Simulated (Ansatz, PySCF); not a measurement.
Dimer: GaH3O (SMILES [OH][GaH2]) (first 5 atoms) with NH3 (SMILES N); geometry from B3LYP-D3(BJ)/def2-TZVP, rigid monomers moved along the line of their centres of mass till H3···N6 is 2.21 Å.
(charge 0, multiplicity 1):
```xyz
9

O     -0.027     1.194     1.190
Ga    -0.084    -0.038    -0.099
H      0.011     0.810     2.089
H     -0.146     0.523    -1.555
H     -0.068    -1.555     0.314
N      0.098    -0.008     4.137
H      0.942     0.274     4.622
H     -0.693     0.289     4.696
H      0.087    -1.021     4.101
```

Interaction energies are E(AB) − E(A) − E(B) at the monomers' geometry in the complex; basis-set methods are counterpoise corrected. Rows marked so take none.

Rows in 6-31G* carry no dispersion term and start afresh at each structure (6-31G* with six Cartesian d functions); the Pople sets are all-electron and without relativity.

The values were computed with Ansatz (Gaussian orbitals); PySCF for 6-31G* rows, the dispersion terms. Values without a source in brackets are computed.

Problem. One of these levels gives -6.40 kcal/mol for the interaction energy. Which one is it?
(A) HF/6-31G*
(B) BP86/6-31G* (no counterpoise)
(C) r2SCAN-D3(BJ)/def2-TZVPPD
(D) PBE-D4/def2-TZVPPD

Solution. C, r2SCAN-D3(BJ)/def2-TZVPPD. The others give -5.24 (HF/6-31G*), -6.91 (PBE-D4/def2-TZVPPD), -8.86 (BP86/6-31G* (no counterpoise))

Ansatz is a quantum-chemistry and plane-wave program.
